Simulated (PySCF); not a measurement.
# Atomic charges against the basis set

Compound: C₄H₁₂OSi.
Geometry (PBE0-D3(BJ)/def2-SVP, Å), atoms numbered from 1 in this order:
```xyz
18
C4H12OSi angstrom
C     -2.8621    0.1256   -0.0739
C     -1.3989    0.4588   -0.3223
C     -0.5845   -0.7312   -0.8292
Si     1.2288   -0.3619   -1.0847
O      1.8213    0.1375    0.3942
C      3.1336    0.5670    0.6122
H     -3.4217    1.0020    0.2882
H     -2.9648   -0.6711    0.6805
H     -3.3532   -0.2281   -0.9949
H     -1.3279    1.2874   -1.0490
H     -0.9399    0.8371    0.6065
H     -0.6511   -1.5735   -0.1173
H     -0.9960   -1.1083   -1.7836
H      1.4346    0.7249   -2.1000
H      1.9721   -1.5754   -1.5588
H      3.3894    1.4524   -0.0001
H      3.2466    0.8459    1.6714
H      3.8744   -0.2241    0.3902
```

PBE0 throughout (PySCF), one geometry, spherical d and f functions. Isolated species at its PBE0-D3(BJ)/def2-SVP geometry (one conformer only). Atoms taken as equivalent share a column and are averaged. The first 7 of 11 kinds of atom are listed.

Mulliken charges (e):

```tsv
basis	functions	C1	C2	C3	Si4	O5	C6	H7/H8/H9
STO-3G	46	-0.230	-0.141	-0.309	+0.732	-0.373	-0.132	+0.075
6-31G	82	-0.486	-0.302	-0.647	+0.950	-0.737	-0.202	+0.162
pcSseg-0	82	-0.617	-0.512	-0.993	+1.127	-0.854	-0.290	+0.225
6-31G*	112	-0.519	-0.327	-0.555	+0.698	-0.582	-0.253	+0.171
def2-SVP	148	-0.072	-0.105	-0.311	+0.626	-0.517	+0.132	+0.039
cc-pVDZ	148	-0.074	-0.123	-0.199	+0.484	-0.435	+0.080	+0.041
pcSseg-1	169	-0.267	-0.297	-0.544	+0.840	-0.650	-0.021	+0.112
6-311+G(2d,p)	242	-0.596	-0.122	-0.616	+0.864	-0.569	-0.277	+0.143
aug-cc-pVDZ	250	+0.480	+0.522	+0.397	+0.330	-0.886	+0.897	-0.131
def2-TZVP	264	-0.352	-0.204	-0.323	+0.385	-0.354	-0.216	+0.117
```

IAO charges (e):

```
        basis  functions      C1      C2      C3     Si4      O5      C6  H7/H8/H9
       STO-3G         46  -0.391  -0.252  -0.505  +0.875  -0.457  -0.262    +0.130
        6-31G         82  -0.426  -0.247  -0.531  +0.844  -0.593  -0.231    +0.141
     pcSseg-0         82  -0.417  -0.253  -0.548  +0.864  -0.590  -0.213    +0.139
       6-31G*        112  -0.406  -0.235  -0.544  +0.973  -0.627  -0.192    +0.134
     def2-SVP        148  -0.395  -0.230  -0.540  +0.981  -0.622  -0.182    +0.130
      cc-pVDZ        148  -0.405  -0.234  -0.541  +0.964  -0.623  -0.190    +0.133
     pcSseg-1        169  -0.405  -0.236  -0.549  +0.988  -0.634  -0.190    +0.134
6-311+G(2d,p)        242  -0.419  -0.243  -0.559  +1.002  -0.646  -0.201    +0.138
  aug-cc-pVDZ        250  -0.417  -0.241  -0.548  +0.969  -0.636  -0.199    +0.137
    def2-TZVP        264  -0.419  -0.243  -0.562  +1.014  -0.647  -0.198    +0.138
```

Hirshfeld charges (e):

| basis | functions | C1 | C2 | C3 | Si4 | O5 | C6 | H7/H8/H9 |
| --- | --- | --- | --- | --- | --- | --- | --- | --- |
| STO-3G | 46 | -0.043 | -0.011 | -0.092 | +0.453 | -0.243 | +0.034 | +0.012 |
| 6-31G | 82 | -0.100 | -0.044 | -0.140 | +0.379 | -0.270 | -0.016 | +0.033 |
| pcSseg-0 | 82 | -0.101 | -0.045 | -0.138 | +0.412 | -0.246 | -0.025 | +0.033 |
| 6-31G* | 112 | -0.101 | -0.046 | -0.143 | +0.356 | -0.240 | -0.016 | +0.033 |
| def2-SVP | 148 | -0.112 | -0.057 | -0.152 | +0.386 | -0.220 | -0.034 | +0.037 |
| cc-pVDZ | 148 | -0.109 | -0.055 | -0.150 | +0.379 | -0.216 | -0.033 | +0.036 |
| pcSseg-1 | 169 | -0.114 | -0.062 | -0.156 | +0.393 | -0.231 | -0.035 | +0.038 |
| 6-311+G(2d,p) | 242 | -0.115 | -0.069 | -0.162 | +0.396 | -0.239 | -0.037 | +0.039 |
| aug-cc-pVDZ | 250 | -0.122 | -0.072 | -0.166 | +0.398 | -0.236 | -0.044 | +0.041 |
| def2-TZVP | 264 | -0.118 | -0.068 | -0.162 | +0.388 | -0.230 | -0.040 | +0.039 |

ESP-fitted charges (e):

```tsv
basis	functions	C1	C2	C3	Si4	O5	C6	H7/H8/H9
STO-3G	46	-0.467	+0.236	-0.511	+0.559	-0.203	-0.359	+0.116
6-31G	82	-0.445	+0.350	-0.596	+0.682	-0.445	-0.175	+0.106
pcSseg-0	82	-0.540	+0.430	-0.686	+0.779	-0.431	-0.249	+0.128
6-31G*	112	-0.462	+0.332	-0.458	+0.483	-0.287	-0.270	+0.108
def2-SVP	148	-0.406	+0.348	-0.451	+0.499	-0.296	-0.202	+0.092
cc-pVDZ	148	-0.412	+0.331	-0.412	+0.441	-0.268	-0.232	+0.094
pcSseg-1	169	-0.442	+0.402	-0.488	+0.574	-0.332	-0.220	+0.099
6-311+G(2d,p)	242	-0.503	+0.432	-0.506	+0.447	-0.231	-0.362	+0.113
aug-cc-pVDZ	250	-0.481	+0.418	-0.501	+0.457	-0.222	-0.351	+0.108
def2-TZVP	264	-0.496	+0.429	-0.475	+0.444	-0.224	-0.342	+0.111
```

**Question.** Which scheme is steadiest as the basis changes?

**Answer.** Largest range over the bases for any column: Hirshfeld 0.10 e, IAO 0.19 e, ESP-fitted 0.34 e, Mulliken 1.39 e. Hirshfeld charges move least and Mulliken charges most, counted in e. Without the minimal STO-3G basis the ranges are Hirshfeld 0.06, IAO 0.17, ESP-fitted 0.34, Mulliken 1.39 e.

**Question.** How much do the charges still move between the two largest bases, aug-cc-pVDZ and def2-TZVP?

**Answer.** At most, over all atoms: Mulliken 1.113 e, IAO 0.045 e, Hirshfeld 0.010 e, ESP-fitted 0.026 e.

**Question.** What do the same runs give for the total energy, the frontier levels and the dipole moment?

**Answer.** 
| basis | energy (Eh) | HOMO (eV) | LUMO (eV) | μ (D) |
| --- | --- | --- | --- | --- |
| STO-3G | -517.7386 | -3.83 | 7.41 | 0.69 |
| 6-31G | -523.8613 | -7.52 | 1.11 | 0.74 |
| pcSseg-0 | -523.1045 | -7.65 | 1.22 | 0.80 |
| 6-31G* | -523.9676 | -7.67 | 1.19 | 0.31 |
| def2-SVP | -523.7312 | -7.80 | 1.25 | 0.32 |
| cc-pVDZ | -523.9947 | -7.70 | 1.23 | 0.22 |
| pcSseg-1 | -523.9549 | -7.89 | 0.95 | 0.40 |
| 6-311+G(2d,p) | -524.0741 | -7.92 | 0.26 | 0.25 |
| aug-cc-pVDZ | -524.0133 | -7.86 | 0.02 | 0.19 |
| def2-TZVP | -524.0961 | -7.91 | 0.68 | 0.20 |

The dipole is fixed by the density alone, so its range of 0.61 D shows that the density itself changes with the basis, not only its division among atoms.
